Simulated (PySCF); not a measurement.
## Circular dichroism: `[CH3][GeH2]/[CH]=C1/[C@@H](F)[C@@H]1Cl`, C5H8ClFGe

Geometry (Å), atoms numbered from 1 in this order:
```xyz
16

C     2.6439    0.0659    0.7639
Ge    1.3959   -0.9555   -0.3618
C    -0.0817    0.2039   -0.9261
C    -1.1968    0.2916   -0.2421
C    -2.4970    0.9149    0.0414
F    -3.5858    0.6096   -0.7242
C    -1.9412   -0.1766    0.9291
Cl   -1.3597    0.2441    2.5391
H     3.0486    0.9136    0.2162
H     3.4710   -0.5583    1.0902
H     2.1287    0.4424    1.6438
H     2.0760   -1.4732   -1.5987
H     0.8271   -2.1284    0.3780
H     0.0441    0.8237   -1.8057
H    -2.5609    1.9383    0.3951
H    -2.4200   -1.1472    0.9179
```

Method used: PySCF 2.14.0, TDDFT B3LYP/def2-SVPD circular dichroism and optical rotation, one conformer, gas phase. Geometry: GFN2-xTB.

The molecule is flexible and this is one conformer; a measurement averages over conformers. The calculation is non-relativistic, which matters for the atoms heavier than Zn.

Task: What are the CIP labels of the stereocentres?

Result: C5 R, C7 R.

Task: List the lowest 12 singlet excitations with oscillator and rotatory strengths.

Result: Rotatory strengths R in 10⁻⁴⁰ esu² cm², velocity form and length form (origin at the centre of mass); f in length form.
```tsv
state	E (eV)	λ (nm)	f	R (velocity)	R (length)	main
1	4.86	255	0.007	+22.9	+20.8	HOMO→LUMO 0.95
2	5.11	243	0.003	+2.8	+1.9	HOMO−1→LUMO 0.62, HOMO−2→LUMO 0.35
3	5.93	209	0.317	-20.5	-19.1	HOMO−2→LUMO 0.59, HOMO−1→LUMO 0.30
4	6.21	200	0.007	+16.4	+16.3	HOMO−3→LUMO 0.94
5	6.60	188	0.005	-0.8	-1.0	HOMO−4→LUMO 0.98
6	6.89	180	0.095	+40.1	+39.6	HOMO−5→LUMO 0.84
7	7.23	172	0.0004	-0.4	-0.2	HOMO→LUMO+2 0.49, HOMO−6→LUMO 0.29
8	7.27	170	0.005	+4.1	+4.6	HOMO→LUMO+1 0.76, HOMO−6→LUMO 0.14
9	7.32	169	0.019	+27.4	+27.0	HOMO−6→LUMO 0.44, HOMO→LUMO+2 0.34
10	7.44	167	0.019	-11.3	-11.1	HOMO−1→LUMO+2 0.40, HOMO−1→LUMO+1 0.38
11	7.45	166	0.011	-32.5	-31.2	HOMO−1→LUMO+1 0.38, HOMO−1→LUMO+2 0.19
12	7.49	165	0.002	-5.9	-6.5	HOMO−7→LUMO 0.76, HOMO−1→LUMO+2 0.11
```

Among the states computed, the strongest CD band (largest |R|) is state 6. The largest dissymmetry factor in size, g = 4R/(D+G), with D and G the electric and magnetic dipole strengths, is -0.03 for state 11 (velocity form, f = 0.012), among bands with |R| over 0.5. The mirror image has the same energies and oscillator strengths and all R with the opposite sign.
